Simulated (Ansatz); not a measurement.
`N[SiH](Cl)O[SiH3]` and `B[SiH](Cl)O[SiH3]` differ in one atom or group.

Ansatz, PBE0-D4/def2-TZVP geometries, multiplicity 1. Each molecule was computed in one conformer, which needn't be the lowest.

```json
{"property": "HOMO energy (PBE/def2-TZVPP) / eV", "`N[SiH](Cl)O[SiH3]`": "-6.56"}
{"property": "LUMO energy (PBE/def2-TZVPP) / eV", "`N[SiH](Cl)O[SiH3]`": "-0.70"}
{"property": "size of the dipole moment (B3LYP/def2-TZVPP) / D", "`N[SiH](Cl)O[SiH3]`": "1.58"}
{"property": "size of the dipole moment (PBE/def2-TZVPP) / D", "`N[SiH](Cl)O[SiH3]`": "1.64"}
{"property": "LUMO energy (B3LYP/def2-TZVPP) / eV", "`N[SiH](Cl)O[SiH3]`": "-0.05"}
{"property": "HOMO–LUMO gap (PBE0/def2-TZVPP) / eV", "`N[SiH](Cl)O[SiH3]`": "8.19"}
```

Q: Give the same properties after the change, and the shifts. (Estimate.)

A: Computed: 
| property | `B[SiH](Cl)O[SiH3]` | shift |
| --- | --- | --- |
| HOMO energy (PBE/def2-TZVPP) / eV | -6.89 | -0.33 |
| LUMO energy (PBE/def2-TZVPP) / eV | -3.66 | -2.96 |
| size of the dipole moment (B3LYP/def2-TZVPP) / D | 1.27 | -0.31 |
| size of the dipole moment (PBE/def2-TZVPP) / D | 1.11 | -0.53 |
| LUMO energy (B3LYP/def2-TZVPP) / eV | -2.84 | -2.79 |
| HOMO–LUMO gap (PBE0/def2-TZVPP) / eV | 5.51 | -2.68 |

With PBE0 the HOMO falls by 0.15 eV and the LUMO falls by 2.82 eV, so the gap narrows by about 2.67 eV. PBE moves the HOMO by -0.33 eV and ωB97M-V by 0.06 eV. Dipoles are sizes alone; their direction can turn.

B3LYP here is the variant with VWN-RPA as its local correlation; programs differ in this.
